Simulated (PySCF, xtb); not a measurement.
2,2-difluoro-1-silylethanone (C₂H₄F₂OSi), SMILES O=C([SiH3])C(F)F.

GFN2-xTB in xtb at its own geometry gives an orbital gap of 2.51 eV and a dipole moment of 1.49 D.

The structure is a stationary point at PBE-D3(BJ)/def2-SVP. One conformer was computed; it need not be the lowest.

Q: What does PBE/def2-TZVP in PySCF give? (An estimate is asked for; the answer gives what the named calculation found.)

A: gap 2.84 eV (levels -6.18 and -3.35 eV), dipole 0.60 D.
